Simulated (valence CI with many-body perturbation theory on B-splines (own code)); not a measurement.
**Basis-set convergence for Ni7+**

Calculated by configuration interaction combined with many-body perturbation theory (CI+MBPT): three valence electrons over a frozen Dirac-Fock core [Ar], radial functions for each j: 7 s, 7 p, 8 d, 6 f, 4 g, 1 h, with the one-electron correlation potential Σ1, the two-electron term Σ2, the three-electron term Σ3, Breit, model QED; selected CI, second order for the rest, scaled by the run's own slope (own B-spline code, finite nucleus).

Set against measurement, 6 paired levels are off by 403 cm⁻¹ on average, the worst by 921. These come from a selection out of Corliss and Sugar, J. Phys. Chem. Ref. Data 10, 197 (1981). Levels without a partner in it may be off by more, other configurations by 1,000 to 8,000 cm⁻¹. The list stops below the first excitations out of the core. Only levels of the ground parity were solved; by the run's estimate the other parity begins above the list, which can be wrong where configurations are misplaced.

The reference run has the lowest level 3d³ ⁴F_3/2 and an ionisation energy of 161.952 eV. Its largest variational space holds 5735 state functions.

Names give the largest LS component (configuration and term), which can be under half, so a name can repeat, a term be missing and a line seem to break the LS rules; names also repeat where a configuration has a term twice.

Changed runs:
A. basis 6 s, 6 p, 5 d, 5 f, 1 g
B. basis 5 s, 5 p, 4 d, 4 f

Excitation energies of the reference run in cm⁻¹, and shifts in cm⁻¹:

| Level | Reference | A | B |
| --- | --- | --- | --- |
| 3d³ ⁴F_5/2 | 943 | -2.2 | -2.9 |
| 3d³ ⁴F_7/2 | 2167 | -4.0 | -4.8 |
| 3d³ ⁴F_9/2 | 3606 | -4.3 | -3.8 |
| 3d³ ⁴P_1/2 | 24002 | +180 | +369 |
| 3d³ ⁴P_3/2 | 24267 | +189 | +388 |
| 3d³ ⁴P_5/2 | 25590 | +174 | +359 |
| 3d³ ²G_7/2 | 25620 | +273 | +649 |
| 3d³ ²G_9/2 | 26766 | +271 | +653 |
| 3d³ ²P_3/2 | 33202 | +443 | +887 |
| 3d³ ²P_1/2 | 33851 | +473 | +1014 |
| 3d³ ²H_9/2 | 35226 | +275 | +815 |
| 3d³ ²H_11/2 | 35947 | +275 | +822 |
| Ionisation energy (eV) | 161.952 | -0.052 | -0.066 |
